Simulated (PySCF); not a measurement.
# Magnetic susceptibility: `CO[SiH2]CBr`, C2H7BrOSi

Geometry (Å), atoms numbered from 1 in this order:
```xyz
12

C    -2.1646   -0.1943    0.2640
O    -0.7876   -0.4139    0.3139
Si    0.3744    0.4960   -0.3441
C     1.9363   -0.4519    0.1592
Br    3.4470    0.5315   -0.5666
H    -2.6555   -0.9998    0.8101
H    -2.5166   -0.1886   -0.7694
H    -2.4187    0.7629    0.7235
H     0.4153    1.8510    0.2102
H     0.2829    0.5652   -1.8043
H     1.9958   -1.4539   -0.2553
H     2.0925   -0.5050    1.2327
```

Method: GIAO B3LYP/ANO-RCC-VDZP magnetisability, rotational g tensor and spin-rotation constants, non-relativistic, gas phase in PySCF. Geometry: GFN2-xTB.

The calculation is non-relativistic, which matters for the atoms heavier than Zn.

Task: How diamagnetic is it, and how anisotropic?

Result: Isotropic -1260 × 10⁻³⁰ J/T², or -75.9 × 10⁻⁶ cm³/mol; principal values -1392, -1199, -1188 × 10⁻³⁰ J/T², anisotropy 198 × 10⁻³⁰ J/T² (root of half the summed squared differences of the principal values). The susceptibility is in cgs units.

Task: Split it along the inertial axes a, b, c into diamagnetic and paramagnetic parts about the centre of mass, with the quadrupole moment.

Result: 
```
axis  χ (10⁻⁶ cm³/mol)  diamagnetic (10⁻⁶ cm³/mol)  paramagnetic (10⁻⁶ cm³/mol)  summed x² of all electrons (Å²)  quadrupole Θ (D Å)
   a             -83.1                      -195.3                        112.1                            349.6               +4.92
   b             -72.2                     -1554.7                       1482.5                             29.2               -1.87
   c             -72.2                     -1607.3                       1535.1                             16.8               -3.05
```
Anisotropies 2χaa − χbb − χcc = -21.9 and 2χbb − χaa − χcc = +11.0 × 10⁻⁶ cm³/mol. Θ is traceless in Buckingham's convention.

Task: And the rotational g tensor?

Result: 
| axis | rotational constant (GHz) | g | nuclear part | electronic part |
| --- | --- | --- | --- | --- |
| a | 14.9471 | -0.0559 | 0.7315 | -0.7874 |
| b | 0.7704 | -0.0054 | 0.5311 | -0.5365 |
| c | 0.7457 | -0.0050 | 0.5328 | -0.5377 |

Asymmetric top; isotopes 79Br, 12C, 1H, 16O, 28Si; no vibrational averaging.
